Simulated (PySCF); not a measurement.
Computed shifts of a molecule C3H4BrF, PBE/pcSseg-1 (PySCF), GIAO, gas phase, atoms alike by connectivity averaged where their shifts nearly agree, in ppm (number of nuclei): ¹⁹F: -165.7 (1). ¹³C: 110.6 (1), 23.3 (2). ¹H: 1.74 (2), 1.53 (2). References: ¹⁹F against CFCl3 (σ = 133.6 ppm); ¹³C against TMS (σ = 182.0 ppm); ¹H against TMS (σ = 31.49 ppm), references at their B3LYP-D3(BJ)/def2-TZVP geometries, non-relativistic (without spin–orbit terms, shifts of atoms bonded to Cl or Br come out too high). The structure is a stationary point at B3LYP-D3(BJ)/def2-SVP. The values are those of a single conformer.

**Question.** Which structure fits?
A. FC1(Br)CC1
B. C/C=C(\F)Br
C. C/C(F)=C\Br
D. F[C@@H]1C[C@H]1Br

**Answer.** A, FC1(Br)CC1
